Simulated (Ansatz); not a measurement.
```yaml
crystal:
  periodic: [false, false, false]
  atoms:
    - {symbol: C, position_ang: [-1.679004, 0.985428, 0.307696]}
    - {symbol: Ga, position_ang: [-0.307707, 0.218953, -0.855448]}
    - {symbol: P, position_ang: [1.501075, -0.916459, 0.508456]}
    - {symbol: Xx, position_ang: [-0.744209, -1.587139, -2.002992]}
    - {symbol: Cl, position_ang: [1.109961, 1.530977, -1.873919]}
    - {symbol: H, position_ang: [-1.248239, 1.744873, 0.961525]}
    - {symbol: H, position_ang: [-2.148978, 0.208351, 0.911985]}
    - {symbol: H, position_ang: [-2.447878, 1.455706, -0.308046]}
    - {symbol: H, position_ang: [2.325283, -0.192432, 1.393556]}
    - {symbol: H, position_ang: [2.482425, -1.465656, -0.335576]}
    - {symbol: H, position_ang: [1.222772, -2.039502, 1.313464]}
basis:
  gaussian: {orbitals: cc-pVDZ}
total_charge: -1
magnetization: {spin_polarized: true, initial_magnetization: 1}
hamiltonian: {xc: {name: BHLYP}}
accuracy: high
```

```sh
$ ansatz run in.yaml --threads 4 --pin off --events-out ev --progress --plain --max-ram 11315MiB
```

Shortened log:

```
Error: YAML parse error: error: line 7 column 16: `Xx` is not an element symbol (H … Og, case-exact)
 --> <input>:7:16
5 |     - {symbol: Ga, position_ang: [-0.307707, 0.218953, -0.855448]}
6 |     - {symbol: P, position_ang: [1.501075, -0.916459, 0.508456]}
7 |     - {symbol: Xx, position_ang: [-0.744209, -1.587139, -2.002992]}
8 |     - {symbol: Cl, position_ang: [1.109961, 1.530977, -1.873919]}
9 |     - {symbol: H, position_ang: [-1.248239, 1.744873, 0.961525]}
```

Question: Something in this input is off. What?

Answer: An element symbol is wrong. The program refused the input.
